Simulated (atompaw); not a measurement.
## u(r) = r·R(r): atom against pseudo-atom (Al)

Columns: radius, all-electron u(r) and pseudo u(r) of the 3s shell (level -7.69 eV) of aluminium in the configuration [He] 2s2 2p6 3s2 3p1; PBEsol, non-relativistic, PAW (atompaw) scheme, atompaw 4.2.0.5.

```json
{"r (bohr)": "0.052", "all-electron": "0.1504", "pseudo": "-0.0289"}
{"r (bohr)": "0.104", "all-electron": "0.1136", "pseudo": "-0.0567"}
{"r (bohr)": "0.156", "all-electron": "0.0133", "pseudo": "-0.0822"}
{"r (bohr)": "0.208", "all-electron": "-0.0937", "pseudo": "-0.1044"}
{"r (bohr)": "0.260", "all-electron": "-0.1829", "pseudo": "-0.1225"}
{"r (bohr)": "0.312", "all-electron": "-0.2462", "pseudo": "-0.1354"}
{"r (bohr)": "0.363", "all-electron": "-0.2822", "pseudo": "-0.1426"}
{"r (bohr)": "0.415", "all-electron": "-0.2952", "pseudo": "-0.1439"}
{"r (bohr)": "0.467", "all-electron": "-0.2881", "pseudo": "-0.1386"}
{"r (bohr)": "0.519", "all-electron": "-0.2650", "pseudo": "-0.1269"}
{"r (bohr)": "0.571", "all-electron": "-0.2298", "pseudo": "-0.1087"}
{"r (bohr)": "0.623", "all-electron": "-0.1858", "pseudo": "-0.0844"}
{"r (bohr)": "0.675", "all-electron": "-0.1358", "pseudo": "-0.0544"}
{"r (bohr)": "0.727", "all-electron": "-0.0819", "pseudo": "-0.0194"}
{"r (bohr)": "0.779", "all-electron": "-0.0261", "pseudo": "0.0198"}
{"r (bohr)": "0.831", "all-electron": "0.0303", "pseudo": "0.0623"}
{"r (bohr)": "0.883", "all-electron": "0.0862", "pseudo": "0.1073"}
{"r (bohr)": "0.935", "all-electron": "0.1407", "pseudo": "0.1537"}
{"r (bohr)": "0.987", "all-electron": "0.1932", "pseudo": "0.2006"}
{"r (bohr)": "1.038", "all-electron": "0.2423", "pseudo": "0.2462"}
{"r (bohr)": "1.090", "all-electron": "0.2897", "pseudo": "0.2914"}
{"r (bohr)": "1.142", "all-electron": "0.3341", "pseudo": "0.3347"}
{"r (bohr)": "1.194", "all-electron": "0.3754", "pseudo": "0.3756"}
{"r (bohr)": "1.246", "all-electron": "0.4137", "pseudo": "0.4137"}
{"r (bohr)": "1.298", "all-electron": "0.4489", "pseudo": "0.4489"}
{"r (bohr)": "1.350", "all-electron": "0.4811", "pseudo": "0.4811"}
```

How many radial nodes do the two functions have?

The all-electron 3s function has n − l − 1 = 2; the pseudo-wave has 1, since 1 lower shell of the same l stays in the valence.

Is the pseudo-wave norm-conserving?

No, it belongs to a PAW set: the norm inside the radius is not constrained, and the difference is carried by the augmentation charge.
